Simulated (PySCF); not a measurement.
## GaCl, MP2: how much the basis matters

PySCF, RHF reference; singlet, unpaired electrons none; De to Ga + Cl without counterpoise correction. Frozen cores follow the default of each basis and core potential.

| basis | relativity | functions | Re (Å) | ωe (cm⁻¹) | De (eV) | frozen orbitals |
| --- | --- | --- | --- | --- | --- | --- |
| cc-pVDZ-PP/cc-pV(D+d)Z | scalar-relativistic core potentials | 46 | 2.234 | 370 | 4.57 | 9 |
| def2-TZVPP | no relativity | 90 | 2.204 | 379 | 4.95 | 14 |
| def2-TZVPPD | no relativity | 105 | 2.208 | 374 | 4.98 | 14 |

How does each smaller set differ from the one with most functions, def2-TZVPPD?

cc-pVDZ-PP/cc-pV(D+d)Z: +2.6 pm, -1.1 % in ωe, -0.41 eV in De; def2-TZVPP: -0.4 pm, +1.3 % in ωe, -0.03 eV in De. All at MP2; the set with most functions is neither the basis-set limit nor always the best. The rows treat relativity differently, so the differences are not basis effects alone.

Correlated steps freeze the inner cores (9 to 14 orbitals); shallow outer-core shells are correlated. Correlated levels converge slowly with the basis: in double zeta they bind strong bonds too weakly, by up to about 1 eV, and carry superposition errors of some tenths. Where the molecule has an RHF reference, its open-shell atoms are computed with UHF.
